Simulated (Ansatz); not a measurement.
Reaction (isomerisation): `C=C([SiH3])SC` → `C=CS[SiH2]C`

Computed with Ansatz on PBE0-D4/def2-TZVP structures; ΔE is electronic, products minus reactants. CCSD(T)/CBS adds triple-zeta CCSD(T) − MP2 to the extrapolated MP2 energy (def2 sets, frozen cores). DFT in def2-TZVPP. B3LYP here is the variant with VWN-RPA as its local correlation; programs differ in this. Each species was taken in one conformer, which may not be the lowest.

`C=C([SiH3])SC`:

```xyz
13

C    -1.748   -0.230    1.309
C    -0.670   -0.234    0.517
Si    0.800    0.832    0.966
S    -0.611   -1.345   -0.839
C     0.580   -0.581   -1.949
H    -1.777    0.375    2.208
H    -2.623   -0.838    1.097
H     0.500    1.496    2.260
H     1.052    1.872   -0.065
H     2.031    0.007    1.091
H     0.236    0.391   -2.303
H     1.565   -0.489   -1.490
H     0.663   -1.256   -2.801
```

`C=CS[SiH2]C`:

Z-matrix (Å, degrees):
```
Si
C 1 1.863
S 1 2.141 2 107.4
H 1 1.488 2 111.0 3 -121.1
H 1 1.489 2 112.0 3 118.3
H 2 1.092 1 110.9 3 -60.5
H 2 1.093 1 110.1 3 179.5
H 2 1.092 1 110.8 3 60.0
C 3 1.759 1 99.8 2 168.8
C 9 1.326 3 123.2 1 151.0
H 9 1.086 3 115.9 1 -32.4
H 10 1.084 9 122.0 3 -3.5
H 10 1.083 9 120.3 3 175.9
```

```csv
level,ΔE (kcal/mol),difference from CCSD(T)/CBS
r2SCAN-D4,-25.0,-0.6
PBE0-D4,-24.7,-0.3
B3LYP-D4,-23.8,0.6
ωB97X-V,-24.2,0.2
B2PLYP,-24.8,-0.4
PBE,-24.6,-0.2
r2SCAN,-25.2,-0.8
PBE0,-25.4,-1.0
B3LYP,-25.1,-0.7
HF/def2-TZVPP,-26.0,-1.6
CCSD(T)/def2-TZVPP,-24.0,0.4
HF/def2-QZVPP,-25.9,-1.5
MP2/def2-QZVPP,-24.6,-0.2
SCS-MP2/def2-QZVPP,-24.2,0.2
HF/CBS(def2),-25.9,-1.5
CCSD/CBS(def2),-24.9,-0.5
CCSD(T)/CBS,-24.4,0
```

Largest T1 diagnostic among the species: 0.012.

The D4 term adds +1.3 kcal/mol with B3LYP and +0.7 kcal/mol with PBE0; it sums over pairs of atoms, weighted by their polarisabilities, and B3LYP, whose exchange is more repulsive, gets the larger term. From PBE to PBE0 (25 % exact exchange), in def2-TZVPP and without D4, ΔE moves by −0.7 kcal/mol. In def2-TZVPP, CCSD(T) changes the Hartree–Fock value by +2.0 kcal/mol (the triples alone add +0.5 kcal/mol) and MP2 by +1.5 kcal/mol.
